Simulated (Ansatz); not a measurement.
The cluster Hf2N2: single points at one geometry.

```yaml
crystal:
  periodic: [false, false, false]
  atoms:
    - {symbol: Hf, position_ang: [1.292979, 0.512959, 0.035148]}
    - {symbol: Hf, position_ang: [-1.293042, -0.512964, -0.033643]}
    - {symbol: N, position_ang: [-0.487480, 1.229675, -0.011566]}
    - {symbol: N, position_ang: [0.487543, -1.229680, 0.010061]}
basis:
  gaussian: {orbitals: def2-TZVPP, initial_orbitals: start.molden}
correlation: {method: ccsd_t}
scf: {omitted_lower_state_checks: [starts]}
output: {orbitals: {seedname: orbitals}}
```

The file start.molden holds the orbitals of an earlier run on this structure, at another level or in another basis.

```sh
$ ansatz run in.yaml --threads 4 --pin off --events-out ev --progress --plain --max-ram 3916MiB
```

It prints (some lines left out):

```
Functional definition: HF
1136 factors; integrals over basis functions are off by at most 1.0e-3 eV
mean field evaluation 1: about -5544.9578 eV, gradient 2.5e1 eV
mean field evaluation 2: about -5546.0779 eV, gradient 1.5e0 eV
mean field evaluation 4: about -5546.4879 eV, gradient 6.0e-2 eV
mean field evaluation 8: about -5546.4879 eV, gradient 1.9e-6 eV
mean field evaluation 16: about -5534.6819 eV, gradient 3.9e1 eV
mean field evaluation 32: about -5539.9754 eV, gradient 2.7e-1 eV
mean field evaluation 64: about -5531.1143 eV, gradient 3.8e1 eV
mean field evaluation 96: about -5536.7765 eV, gradient 9.2e0 eV
mean field -5546.48792348 eV, -203.8296716433 hartree, gradient 2.6e-6 eV, S^2 0.000000; 1 other end points of the search recorded, 0 dependent functions left out; unrestricted orbitals would lower it
determinant -5546.48792348 eV, -203.8296716433 hartree, with singles and doubles -5574.70618783 eV, -204.8666737310 hartree
determinant -5545.14354372 eV, -203.7802665983 hartree, with singles and doubles -5573.58292903 eV, -204.8253947315 hartree
mean field evaluation 128: about -5546.4850 eV, gradient 2.7e-1 eV
unrestricted determinant -5547.91451269 eV, -203.8820978297 hartree, S^2 0.9873
2 core orbitals not correlated: weight in the atoms' cores, before any rotation towards them, 1.000 or more for the frozen orbitals, at most 0.000 for the correlated occupied ones
reference -5546.48792348 eV, -203.8296716433 hartree; 17, 17 occupied and 155, 155 virtual orbitals, 1136 factors
second order -30.90332402 eV of doubles, -0.00000000 eV of singles
cycle   1  -26.56486574 eV  change     3.3e0 eV  update   3.0e-1
cycle   2  -28.97460270 eV  change    -2.4e0 eV  update   1.6e-1
cycle   3  -27.90026492 eV  change     1.1e0 eV  update   1.3e-1
cycle   4  -28.67843438 eV  change   -7.8e-1 eV  update   7.9e-2
cycle   5  -28.21826438 eV  change    4.6e-1 eV  update   6.1e-2
cycle   6  -28.42737346 eV  change   -2.1e-1 eV  update   3.9e-2
cycle   7  -28.45152850 eV  change   -2.4e-2 eV  update   8.6e-3
cycle   8  -28.44641344 eV  change    5.1e-3 eV  update   3.0e-3
cycle   9  -28.44386536 eV  change    2.5e-3 eV  update   1.8e-3
cycle  10  -28.44476021 eV  change   -8.9e-4 eV  update   5.8e-4
cycle  11  -28.44443493 eV  change    3.3e-4 eV  update   2.7e-4
cycle  12  -28.44447061 eV  change   -3.6e-5 eV  update   1.1e-4
cycle  13  -28.44453818 eV  change   -6.8e-5 eV  update   4.5e-5
cycle  14  -28.44446785 eV  change    7.0e-5 eV  update   2.4e-5
cycle  15  -28.44446190 eV  change    6.0e-6 eV  update   1.1e-5
cycle  16  -28.44447778 eV  change   -1.6e-5 eV  update   5.2e-6
perturbative correction -2.27480199 eV, -0.0835974313 hartree
WARN: these amplitudes may be one of several solutions (largest doubles amplitude 0.20, level shift 1.03 eV)
Total energy: -5577.20720325 eV, -204.9585843527 hartree
Checks for a lower state left out: starts
```

Run time 2.2 min (4 threads of Arm Neoverse V1 on a shared host), peak host memory 2.9 GiB.

The first input with `gaussian: {orbitals: def2-TZVP, initial_orbitals: start.molden}`, `hamiltonian: {xc: {text: "exchange = 0.85*pbe_x + 0.15*exact_x\ncorrelation = pbe_c"}}` and without the key `correlation` (abridged; 1.4 s):

```
Functional definition: unnamed
mean field -5590.95347114 eV, -205.4637503801 hartree, gradient 4.2e-5 eV, S^2 0.000000
Total energy: -5590.95350074 eV, -205.4637514676 hartree
Checks for a lower state left out: starts
```

As the first input, with `gaussian: {orbitals: def2-TZVPD, initial_orbitals: start.molden}`, `hamiltonian: {xc: pbe, dispersion: d4}` and without the key `correlation` (abridged; 1.9 s):

```
Functional definition: PBE
mean field -5592.66462358 eV, -205.5266340724 hartree, gradient 1.2e-5 eV, S^2 0.000000
Total energy: -5592.82320419 eV, -205.5324618022 hartree
Checks for a lower state left out: starts
```

First input, but with `gaussian: {orbitals: def2-SVP, initial_orbitals: start.molden}`, `hamiltonian: {xc: pbe0, dispersion: d4}` and without the key `correlation` (abridged; 1.2 s):

```
Functional definition: PBE0
mean field -5585.77697099 eV, -205.2735175083 hartree, gradient 1.2e-5 eV, S^2 0.000000
Total energy: -5585.90987802 eV, -205.2784017516 hartree
Checks for a lower state left out: starts
```

First input, but with `gaussian: {orbitals: def2-TZVP, initial_orbitals: start.molden}`, `hamiltonian: {xc: {name: LC-wPBE}}` and without the key `correlation` (abridged; 4.3 s):

```
Functional definition: LC-wPBE
mean field -5591.00731500 eV, -205.4657291054 hartree, gradient 1.7e-5 eV, S^2 0.000000
Total energy: -5591.00731501 eV, -205.4657291056 hartree
Checks for a lower state left out: starts
```

As the first input, with `gaussian: {orbitals: def2-TZVP, initial_orbitals: start.molden}`, `hamiltonian: {xc: {text: "exchange = 0.90*pbe_x + 0.10*exact_x\ncorrelation = pbe_c"}}` and without the key `correlation` (abridged; 1.6 s):

```
Functional definition: unnamed
mean field -5591.50534699 eV, -205.4840314433 hartree, gradient 8.7e-5 eV, S^2 0.000000
Total energy: -5591.50537841 eV, -205.4840325982 hartree
Checks for a lower state left out: starts
```

As the first input, with `gaussian: {orbitals: def2-TZVP, initial_orbitals: start.molden}`, `hamiltonian: {xc: {text: "exchange = 0.50*pbe_x + 0.50*exact_x\ncorrelation = pbe_c"}}` and without the key `correlation` (abridged; 1.8 s):

```
Functional definition: unnamed
mean field -5587.37189467 eV, -205.3321298723 hartree, gradient 1.4e-5 eV, S^2 0.000000
Total energy: -5587.37191170 eV, -205.3321304983 hartree
Checks for a lower state left out: starts
```

Geometry: r2SCAN-D4/def2-TZVP.

In the def2 sets Hf takes a core potential; there is no spin–orbit coupling. LC-ωPBE has ω = 0.4 bohr⁻¹. Correlated methods freeze 2 core orbitals; core or outer-core shells of Hf are correlated, in sets that lack core-valence functions. At CCSD(T)/def2-TZVPP the program marks the result for the charge 0 singlet as doubtful (other roots). At CCSD(T)/def2-TZVPP the restricted singlet (for correlated methods, its reference) is unstable: a solution with broken spin symmetry lies lower. The restricted singlet is unstable towards broken spin symmetry at other levels; at PBE with 15 % exact exchange/def2-TZVP, PBE-D4/def2-TZVPD, PBE0-D4/def2-SVP, LC-ωPBE/def2-TZVP and others this wasn't settled. The geometry of the singlet was relaxed on an unsound state (restricted singlet, unstable towards broken spin symmetry). At PBE0-D4/def2-TZVP a triplet of charge 0 lies 0.24 eV below the restricted singlet, each at its own geometry. The structure comes from a short search, and lower isomers may exist.
